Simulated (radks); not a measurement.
Q: All-electron atom: Sc II in [Ar] 3d1 4s1 (the NIST ground configuration). All-electron calculation, Dirac Kohn-Sham, PBE, spin-unpolarised, spherical densities, finite nucleus; open shells fill j = l - 1/2 first; Fermi nuclear charge, rms radius 3.5459 fm. Program: a radial shooting solver on a logarithmic mesh with Libxc functionals. Some entries of the table are withheld. Estimate them.

| orbital | occ. | eigenvalue (hartree) | <r> (bohr) |
|---|---|---|---|
| 1s1/2 | 2 | -161.8322 | (1) |
| 2s1/2 | 2 | (2) | 0.3433 |
| 2p1/2 | 2 | (3) | 0.3059 |
| 2p3/2 | 4 | (4) | 0.3085 |
| 3s1/2 | 2 | -2.27918 | 1.075 |
| 3p1/2 | 2 | -1.50478 | (5) |
| 3p3/2 | 4 | -1.48604 | (6) |
| 3d3/2 | 1 | (7) | (8) |
| 3d5/2 | 0 | (9) | (10) |
| 4s1/2 | 1 | -0.35740 | 3.369 |

A: 
(1) 1s1/2 <r> (bohr): 0.07304
(2) 2s1/2 eigenvalue (hartree): -17.68455
(3) 2p1/2 eigenvalue (hartree): -14.63584
(4) 2p3/2 eigenvalue (hartree): -14.46524
(5) 3p1/2 <r> (bohr): 1.162
(6) 3p3/2 <r> (bohr): 1.170
(7) 3d3/2 eigenvalue (hartree): -0.36684
(8) 3d3/2 <r> (bohr): 1.698
(9) 3d5/2 eigenvalue (hartree): -0.36563
(10) 3d5/2 <r> (bohr): 1.703
